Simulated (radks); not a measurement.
Results of a calculation; reference values are marked as such.
Valence configurations of K I (all share [Ar]). Code: a radial shooting solver on a logarithmic mesh with Libxc functionals. Model: scalar-relativistic Kohn-Sham, LDA (Slater exchange, Perdew-Wang correlation), spin-polarised, spherical densities, point nucleus; open shells are filled with parallel spins first. Energies are relative to 4s1; eigenvalues in eV for spin up.

| valence | E (eV) | moment (Bohr magnetons) | e(3d) | e(4p) | e(4s) |
|---|---|---|---|---|---|
| 4s1 | 0.000 | 1 | - | - | -2.627 |
| 4s0.5 4p0.5 | 0.831 | 1 | - | -1.284 | -2.953 |
| 3d0.5 4s0.5 | 1.304 | 1 | -0.452 | - | -3.054 |
| 4p1 | 1.671 | 1 | - | -1.535 | - |
| 3d0.5 4p0.5 | 2.140 | 1 | -0.613 | -1.540 | - |
| 3d1 | 2.595 | 1 | -0.680 | - | - |

NIST lists [Ar] 4s1 as the ground configuration; this level of theory agrees among the configurations tried. The energies are those of spherical high-spin densities, not of single terms.
